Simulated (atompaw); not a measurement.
# u(r) = r·R(r): atom against pseudo-atom (hydrogen)

Columns: radius, all-electron u(r) and pseudo u(r) of the 1s shell (level -6.49 eV) of hydrogen in the configuration 1s1; PBE, scalar-relativistic, PAW (atompaw) scheme, atompaw 4.2.0.5.

| r (bohr) | all-electron | pseudo |
| --- | --- | --- |
| 0.056 | 0.1016 | 0.0660 |
| 0.112 | 0.1920 | 0.1313 |
| 0.167 | 0.2706 | 0.1940 |
| 0.223 | 0.3413 | 0.2558 |
| 0.279 | 0.4033 | 0.3149 |
| 0.335 | 0.4574 | 0.3707 |
| 0.390 | 0.5036 | 0.4219 |
| 0.446 | 0.5441 | 0.4699 |
| 0.502 | 0.5788 | 0.5135 |
| 0.558 | 0.6081 | 0.5523 |
| 0.613 | 0.6322 | 0.5858 |
| 0.669 | 0.6524 | 0.6151 |
| 0.725 | 0.6686 | 0.6397 |
| 0.781 | 0.6814 | 0.6597 |
| 0.837 | 0.6909 | 0.6753 |
| 0.892 | 0.6975 | 0.6867 |
| 0.948 | 0.7016 | 0.6947 |
| 1.004 | 0.7035 | 0.6993 |
| 1.060 | 0.7034 | 0.7010 |
| 1.115 | 0.7014 | 0.7002 |
| 1.171 | 0.6978 | 0.6973 |
| 1.227 | 0.6928 | 0.6926 |
| 1.283 | 0.6865 | 0.6865 |
| 1.338 | 0.6792 | 0.6792 |
| 1.394 | 0.6709 | 0.6709 |
| 1.450 | 0.6617 | 0.6617 |

(1) How many radial nodes do the two functions have?

(2) Is the pseudo-wave norm-conserving?

Answers

(1) The all-electron 1s function has n − l − 1 = 0; the pseudo-wave has 0.

(2) No, it belongs to a PAW set: the norm inside the radius is not constrained, and the difference is carried by the augmentation charge.
